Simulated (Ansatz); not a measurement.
Caution, from a PySCF single point (B3LYP-D3(BJ)/def2-TZVPD) at this geometry: the highest occupied level lies above zero, so the state may not be bound. This triplet is an excited state, 0.53 eV above the relaxed singlet at the level frozen-core CCSD(T)/aug-cc-pVTZ // B3LYP-D3(BJ)/def2-TZVPD (Ansatz, an electronic-structure program).

Species: H$_{2}$B$_{2}$Cl, SMILES `B[B-]Cl` (excited triplet) (charge -1, multiplicity 3).

Give a relaxed geometry from Ansatz with B3LYP-D3(BJ)/def2-TZVPD.

This is not unique; one that fits is the end point of this relaxation, one of several conformers (outside a Z-matrix the atoms follow the SMILES, hydrogens last).
Z-matrix (Å, degrees):
```
B
H 1 1.2096
H 1 1.2159 2 115.46
B 1 1.6182 2 122.51 3 -179.99
Cl 4 1.8344 1 128.64 2 179.99
```
